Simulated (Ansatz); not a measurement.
Ansatz (an electronic-structure program) input:

Ansatz 0.2 input:
```yaml
crystal:
  periodic: [false, false, false]
  atoms:
    - {symbol: C, position_ang: [-1.21628708, -0.54293957, 2.42649776]}
    - {symbol: O, position_ang: [-1.17858614, -0.81457109, 1.02676063]}
    - {symbol: Ge, position_ang: [0.00000000, 0.00000000, 0.00000000]}
    - {symbol: O, position_ang: [-0.30254232, 1.72072639, -0.23323291]}
    - {symbol: C, position_ang: [-1.41308107, 2.15158861, -1.01779043]}
    - {symbol: O, position_ang: [1.56651089, -0.14637131, 0.79463690]}
    - {symbol: C, position_ang: [2.69212047, 0.57268024, 0.29420010]}
    - {symbol: O, position_ang: [-0.08538243, -0.75978399, -1.58816463]}
    - {symbol: C, position_ang: [-0.06275233, -2.18132929, -1.70290743]}
    - {symbol: H, position_ang: [-1.99156981, -1.17641697, 2.85790145]}
    - {symbol: H, position_ang: [-1.46767989, 0.50322894, 2.62436272]}
    - {symbol: H, position_ang: [-0.26104187, -0.77310354, 2.90404622]}
    - {symbol: H, position_ang: [-1.38279952, 3.24085819, -1.05005313]}
    - {symbol: H, position_ang: [-2.36246440, 1.84005568, -0.57232892]}
    - {symbol: H, position_ang: [-1.35684148, 1.76292557, -2.03725085]}
    - {symbol: H, position_ang: [3.53270291, 0.35722789, 0.95409974]}
    - {symbol: H, position_ang: [2.50872080, 1.64965323, 0.29031109]}
    - {symbol: H, position_ang: [2.95157416, 0.25437915, -0.71979479]}
    - {symbol: H, position_ang: [0.87857013, -2.59766377, -1.33223901]}
    - {symbol: H, position_ang: [-0.89083745, -2.63947526, -1.15710647]}
    - {symbol: H, position_ang: [-0.15833358, -2.42166911, -2.76194807]}
basis:
  gaussian:
    orbitals: cc-pVQZ
hamiltonian:
  xc: hf
```

Question: Predict the final energy.

Answer: -2533.59738 Eh (HF/cc-pVQZ). The basis has 868 functions.
